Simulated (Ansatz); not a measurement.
Consider the cleavage of the Si–Sb bond: `[SiH3][Sb]([SiH3])[Cl]` + `O[Si](O)(F)O[SiH3]` → `O[Si](F)(O[SiH3])O[SiH3]` + `[SiH3][SbH][Cl]`.

Gas-phase electronic energies from Ansatz, PBE0-D4/def2-TZVP geometries. CBS: MP2 limit from def2 TZ/QZ plus the TZ coupled-cluster correction, frozen cores. Functionals use def2-TZVPP. B3LYP here is the variant with VWN-RPA as its local correlation; programs differ in this. Elements past krypton have def2 core potentials. For Sb outer-core shells are correlated without core-valence functions, which leaves a few kJ/mol of doubt a bond. One conformer a species, not always the lowest.

```
             level  ΔE (kJ/mol)  difference from CCSD(T)/CBS
            PBE-D4        -41.3                         19.0
           ωB97M-V        -63.8                         -3.5
               PBE        -43.7                         16.6
             B3LYP        -69.6                         -9.3
    MP2/def2-TZVPP        -61.4                         -1.1
SCS-MP2/def2-TZVPP        -71.0                        -10.7
   CCSD/def2-TZVPP        -70.6                        -10.3
CCSD(T)/def2-TZVPP        -65.5                         -5.2
     HF/def2-QZVPP        -97.6                        -37.3
     MP2/CBS(def2)        -56.1                          4.2
       CCSD(T)/CBS        -60.3                            0
```

Largest T1 diagnostic among the species: 0.013.

From PBE to PBE0 (25 % exact exchange), in def2-TZVPP and without D4, ΔE moves by −6.9 kJ/mol. The D4 term adds +4.3 kJ/mol with B3LYP and +2.1 kJ/mol with PBE0; it sums over pairs of atoms, weighted by their polarisabilities, and B3LYP, whose exchange is more repulsive, gets the larger term.
